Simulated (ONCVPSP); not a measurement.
**Mg: ONCV pseudisation with PBE, scalar-relativistic reference atom.**

Mg, optimised norm-conserving Vanderbilt (ONCV), made with ONCVPSP 4.0.1 (PBE, scalar-relativistic). Core [He], reference 2s2 2p6 3s2. Waves: 2s+3s: rc 0.40 bohr, ncon 4, nbas 7, qcut 26 1/bohr, 2 projectors; 2p: rc 1.00 bohr, ncon 4, nbas 8, qcut 13.1 1/bohr, 1 projector; d scattering state at 0.09 Ha: rc 0.95 bohr, ncon 4, nbas 9, qcut 8.9 1/bohr, 2 projectors, debl 1.6 Ha. Local part: polynomial inside 0.30 bohr (lpopt 5, dvloc0 4 Ha). Core correction: Teter function, fcfact 3.25, rcfact 1.45.

* Cutoffs needed: 295 Ha and 498 Ha (the cutoffs (Ha) at which the residual kinetic energy of the hardest occupied pseudo-wave falls to 1 and 0.1 mHa per electron)
* Ghost test: ghosts flagged at negative energy: s at -1115.3 eV; GHOST(+) flagged for d at 177.7 eV; a true bound ghost makes a file unfit for plane-wave use
* Largest excitation error: -36 meV (all-electron minus pseudo) for 2s2 2p6 3s0 3p2, out of 4 test configurations
* rms error of d²Exc/dni dnj: 1.40 mHa without and 1.80 mHa with the model core
